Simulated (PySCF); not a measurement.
Indirect couplings

Molfile (atoms numbered from 1):
```
C6H13F
     RDKit          3D

 20 19  0  0  0  0  0  0  0  0999 V2000
   -1.5471    0.8469   -1.0265 C   0  0  0  0  0  0  0  0  0  0  0  0
   -1.0715   -0.1906   -0.0147 C   0  0  0  0  0  0  0  0  0  0  0  0
   -2.0525   -0.3062    1.1465 C   0  0  0  0  0  0  0  0  0  0  0  0
    0.3374    0.1009    0.5035 C   0  0  0  0  0  0  0  0  0  0  0  0
    1.4273    0.1097   -0.5586 C   0  0  0  0  0  0  0  0  0  0  0  0
    2.8170    0.2082    0.0237 C   0  0  0  0  0  0  0  0  0  0  0  0
    3.0797   -0.8793    0.8254 F   0  0  0  0  0  0  0  0  0  0  0  0
   -0.9081    0.8795   -1.9218 H   0  0  0  0  0  0  0  0  0  0  0  0
   -1.5511    1.8558   -0.5799 H   0  0  0  0  0  0  0  0  0  0  0  0
   -2.5727    0.6307   -1.3636 H   0  0  0  0  0  0  0  0  0  0  0  0
   -1.0362   -1.1709   -0.5267 H   0  0  0  0  0  0  0  0  0  0  0  0
   -2.1271    0.6488    1.6932 H   0  0  0  0  0  0  0  0  0  0  0  0
   -1.7340   -1.0764    1.8661 H   0  0  0  0  0  0  0  0  0  0  0  0
   -3.0631   -0.5677    0.7964 H   0  0  0  0  0  0  0  0  0  0  0  0
    0.3333    1.0721    1.0341 H   0  0  0  0  0  0  0  0  0  0  0  0
    0.6038   -0.6565    1.2589 H   0  0  0  0  0  0  0  0  0  0  0  0
    1.2941    0.9505   -1.2599 H   0  0  0  0  0  0  0  0  0  0  0  0
    1.3677   -0.8124   -1.1630 H   0  0  0  0  0  0  0  0  0  0  0  0
    3.5799    0.2409   -0.7731 H   0  0  0  0  0  0  0  0  0  0  0  0
    2.9230    1.1194    0.6397 H   0  0  0  0  0  0  0  0  0  0  0  0
  1  2  1  0
  2  3  1  0
  2  4  1  0
  4  5  1  0
  5  6  1  0
  6  7  1  0
  1  8  1  0
  1  9  1  0
  1 10  1  0
  2 11  1  0
  3 12  1  0
  3 13  1  0
  3 14  1  0
  4 15  1  0
  4 16  1  0
  5 17  1  0
  5 18  1  0
  6 19  1  0
  6 20  1  0
M  END
```

Indirect spin–spin couplings were computed at B3LYP/pcJ-1 (spin–dipole term only in couplings to heteroatoms) (PySCF) on a PBE0-D3(BJ)/def2-SVP structure, for the isolated molecule, without vibrational or relativistic corrections. Couplings are averaged over pairs made equivalent by symmetry, fast rotation or ring inversion, so a value needn't be that of the named pair in this geometry, while other rotamers aren't included; one pair stands for each set, and the list holds a selection of those of at least 0.8 Hz over up to four bonds. One-bond C–F couplings come out tens of Hz too large with common functionals.

Isotopes: 13C, 19F, 1H.

| pair | bonds | J (Hz) |
| --- | --- | --- |
| C1, C2 | 1 | 36.6 |
| C1, H8 | 1 | ? |
| C2, C4 | 1 | 36.5 |
| C2, H11 | 1 | 129.0 |
| C4, C5 | 1 | 37.4 |
| C4, H15 | 1 | 130.1 |
| C5, C6 | 1 | 40.1 |
| C5, H17 | 1 | 129.3 |
| C6, F7 | 1 | -233.1 |
| C6, H19 | 1 | 152.3 |
| C1, H11 | 2 | ? |
| C4, H11 | 2 | ? |
| C4, H17 | 2 | ? |
| C5, F7 | 2 | 19.8 |
| C5, H15 | 2 | -3.6 |
| C6, H17 | 2 | ? |
| H17, H18 | 2 | ? |
| H19, H20 | 2 | -10.4 |
| C1, C5 | 3 | 3.0 |
| C1, H12 | 3 | 5.9 |
| C1, H15 | 3 | 4.5 |
| C2, H17 | 3 | ? |
| C4, H19 | 3 | 6.1 |
| C5, H11 | 3 | ? |
| F7, H17 | 3 | 28.0 |
| H8, H11 | 3 | 7.4 |

Estimate the withheld couplings, with signs.

Answers


- 1J(C1,H8) = 131.3 Hz (bond length 1.100 Å, sp3 carbon)
- 2J(C1,H11) = -3.1 Hz (angle at C2 108°)
- 2J(C4,H11) = -3.3 Hz (angle at C2 107°)
- 2J(C4,H17) = -3.3 Hz (mean over equivalent pairs that range from -4.2 to -2.4 Hz in this conformer)
- 2J(C6,H17) = -2.1 Hz (mean over equivalent pairs that range from -7.1 to 2.8 Hz in this conformer)
- 2J(H17,H18) = -15.5 Hz (angle at C5 106°)
- 3J(C2,H17) = 2.1 Hz (mean over equivalent pairs that range from 1.0 to 3.2 Hz in this conformer)
- 3J(C5,H11) = 2.9 Hz (dihedral angle 57°)
